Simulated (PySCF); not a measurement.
## Br: excitation energy

Br [Ar] 3d10 4s2 4p5 (2P) → Br [Ar] 3d10 4s2 4p4 4d1 (high-spin determinant), as a difference of total energies. All numbers are calculated (PySCF 2.14, a scalar-relativistic core potential, in aug-cc-pVTZ-PP with one added diffuse shell each of s, d, f type with ECP10MDF (7s5p5d3f, 68 functions)). Correlated levels: valence: 3s2 3p6 3d10 frozen. The calculations carry no spin-orbit coupling.

```json
{"method": "UHF", "excitation energy (eV)": "9.129"}
{"method": "LDA", "excitation energy (eV)": "9.738"}
{"method": "PBE", "excitation energy (eV)": "9.412"}
{"method": "PBE0", "excitation energy (eV)": "9.560"}
{"method": "r2SCAN", "excitation energy (eV)": "9.724"}
{"method": "CAM-B3LYP", "excitation energy (eV)": "9.872"}
{"method": "B2PLYP", "excitation energy (eV)": "9.751"}
{"method": "r2SCANh", "excitation energy (eV)": "9.740"}
{"method": "M06", "excitation energy (eV)": "9.536"}
{"method": "MP2 (valence)", "excitation energy (eV)": "9.788"}
{"method": "SCS-MP2 (valence)", "excitation energy (eV)": "9.871"}
```

Problem. How much does correlation contribute at MP2 (valence)?

Solution. 9.788 − (9.129) = 0.659 eV, measured against UHF.

The promoted electron is Rydberg-like, and one or two diffuse shells describe it only roughly, which tends to raise the upper state.

The determinant of the upper state mixes LS terms, which raises its energy above the lowest term, most at the Hartree-Fock and MP2 levels.
